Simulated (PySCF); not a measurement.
Isomers of C7H13N3, mass 139.111 u with the commonest isotopes. Level of theory: PBE0/pcSseg-1 in PySCF (dipole) on a GFN2-xTB geometry, gas phase. One conformer each, none proved a minimum here; rigid rotors.

Question: Order these by rotational constant A, largest first.
A. `[CH3:1][c:2]1[cH:3][n:4][n:5][n:6]1[CH2:7][CH:8]([CH3:9])[CH3:10]` with N5–N6–C7–C8 91°, N6–C7–C8–C9 -67°
B. `CC1=CN=NN1C(C)(C)C`
C. `[CH3:1][CH2:2][n:3]1[n:4][n:5][cH:6][c:7]1[CH:8]([CH3:9])[CH3:10]` with C1–C2–N3–N4 95°, C6–C7–C8–C9 61°
D. `[CH3:1][c:2]1[n:3][n:4]([CH:5]([CH3:6])[CH3:7])[n:8][c:9]1[CH3:10]` with N3–N4–C5–C6 119°

Answer: D (2532 MHz), A (2339 MHz), B (2020 MHz), C (1697 MHz).

Question: Order these by dipole moment, smallest first.
A. `[CH3:1][c:2]1[n:3][n:4]([CH:5]([CH3:6])[CH3:7])[n:8][c:9]1[CH3:10]` with N3–N4–C5–C6 119°
B. `[CH3:1][CH2:2][n:3]1[n:4][n:5][cH:6][c:7]1[CH:8]([CH3:9])[CH3:10]` with C1–C2–N3–N4 95°, C6–C7–C8–C9 61°
C. `CC1=CN=NN1C(C)(C)C`

Answer: A (0.22 D), C (4.95 D), B (5.15 D).

Question: Order these by rotational constant C, smallest first.
A. `[CH3:1][CH2:2][n:3]1[n:4][n:5][cH:6][c:7]1[CH:8]([CH3:9])[CH3:10]` with C1–C2–N3–N4 95°, C6–C7–C8–C9 61°
B. `[CH3:1][c:2]1[n:3][n:4]([CH:5]([CH3:6])[CH3:7])[n:8][c:9]1[CH3:10]` with N3–N4–C5–C6 119°
C. `Cc1cnnn1C(C)(C)C`

Answer: B (765.3 MHz), A (859.7 MHz), C (943.4 MHz).

| SMILES | point group | Ia (u·Å²) | Ib (u·Å²) | Ic (u·Å²) | κ | μa (D) | μb (D) | μc (D) |
| --- | --- | --- | --- | --- | --- | --- | --- | --- |
| Cc1nn(C(C)C)nc1C | Cs | 199.56 | 575.18 | 660.35 | -0.87 | 0.12 | 0.18 | 0.00 |
| CCn1nncc1C(C)C | C1 | 297.75 | 428.82 | 587.87 | -0.24 | 2.65 | 4.36 | 0.68 |
| Cc1cnnn1C(C)(C)C | C1 | 250.25 | 400.18 | 535.70 | -0.41 | 2.56 | 4.23 | 0.02 |
| Cc1cnnn1CC(C)C | C1 | 216.06 | 530.62 | 666.88 | -0.75 | 2.43 | 4.42 | 0.29 |
